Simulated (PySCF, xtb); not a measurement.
C2H2O3Si, SMILES C1(=O)[SiH2]C(O1)=O.

Harmonic wavenumbers (cm⁻¹) from GFN2-xTB run with xtb at its own minimum, in rising order: 114, 312, 348, 354, 379, 536, 542, 561, 588, 624, 729, 736, 871, 1078, 1817, 1872, 2337, 2344.

### Question
What does PBE-D3(BJ)/def2-SVP run with PySCF give at its own minimum? (Estimate from the structure and the level; the computed values follow.)

### Answer
127, 312, 328, 372, 385, 524, 583, 617, 649, 664, 759, 788, 882, 1076, 1840, 1920, 2187, 2212. Paired by order, the mean absolute difference is 40 cm⁻¹ and the zero-point energies are 23.1 and 23.2 kcal/mol.
